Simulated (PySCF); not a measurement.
A structure optimised at B3LYP-D3(BJ)/def2-SVP, used in a PySCF frequency run:

```
C
H 1 1.1043
C 1 1.5139 2 107.93
F 3 1.3672 1 110.16 2 -166.95
F 3 1.3677 4 106.82 1 120.81
H 3 1.1042 4 107.54 5 114.90
Si 1 1.9055 2 106.54 3 -120.26
H 7 1.4879 1 110.91 2 -161.16
H 7 1.4896 8 109.20 1 -119.22
H 7 1.4921 8 109.38 9 -119.57
Si 1 1.9117 2 106.39 3 120.76
H 11 1.4868 1 110.08 2 -165.77
H 11 1.4882 12 110.24 1 -123.16
H 11 1.4923 12 109.02 13 -119.22
```

Task: Write its SMILES and formula.

Result: FC(F)C([SiH3])[SiH3], C2H8F2Si2

Task: What are its rotational constants (standard atomic weights)?

Result: 2.4223, 1.8670, 1.2510 GHz
